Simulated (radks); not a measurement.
The numbers below are computed, except where a source is named.
Polarisability of the germanium ion Ge4+, [Ar] 3d10, at imaginary frequency. Code: a radial shooting solver on a logarithmic mesh with Libxc functionals. Model: non-relativistic Kohn-Sham, LDA (Slater exchange, VWN5 correlation), spin-polarised, spherical densities, point nucleus. Response by self-consistent Sternheimer equations with the Hartree and adiabatic LDA kernel.

w (hartree),alpha1(iw) (bohr^3),alpha2(iw) (bohr^5)
0.00266,0.8473,1.266
0.0143,0.8473,1.266
0.0360,0.8471,1.265
0.0697,0.8465,1.263
0.118,0.8449,1.258
0.186,0.8414,1.247
0.280,0.8340,1.223
0.413,0.8193,1.180
0.605,0.7911,1.104
0.892,0.7396,0.9867
1.35,0.6531,0.8276
2.12,0.5242,0.6373
3.59,0.3571,0.4258
6.94,0.1790,0.2125
17.5,0.04786,0.05421

Static values: alpha1 = 0.8473 bohr^3 (0.1256 angstrom^3; uncoupled 1.019), alpha2 = 1.266 bohr^5, alpha3 = 2.691 bohr^7. C6 = 1.618, C8 = 10.47, triple-dipole C9 = 0.9374 atomic units. One-pole (London) frequency 4 C6 / (3 alpha1^2) = 3.004 hartree, against 2.900 for minus the highest occupied eigenvalue. The dipole shielding factor is 0.875, as the force sum rule N/Z = 0.875 demands.
